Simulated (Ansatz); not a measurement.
Frontier orbitals of `CN1BNP1`.

The species carries charge 0 and has multiplicity 1. All single points use the PBE0-D4/def2-TZVP geometry. Basis def2-TZVPP, Ansatz 0.2.0.

```csv
functional,HOMO (eV),LUMO (eV),gap (eV)
PBE,-5.53,-1.31,4.22
revPBE,-5.48,-1.21,4.27
B97M-V,-5.80,-1.07,4.73
PBE0,-6.66,-0.36,6.30
B3LYP,-6.47,-0.60,5.87
r2SCAN0,-6.79,-0.19,6.60
HSE06 (plane-wave form),-6.26,-0.74,5.52
BHLYP,-7.70,0.60,8.30
ωB97M-V,-8.84,1.49,10.33
HF,-9.29,2.91,12.20
```

From PBE to PBE0 the HOMO moves by −1.13 eV and the LUMO by +0.96 eV, and with ωB97M-V by −3.31 and +2.81 eV, so the gap grows from 4.21 to 10.33 eV with exact exchange. A positive LUMO is unbound and depends on the basis.

B3LYP here is the variant with VWN-RPA as its local correlation; programs differ in this.
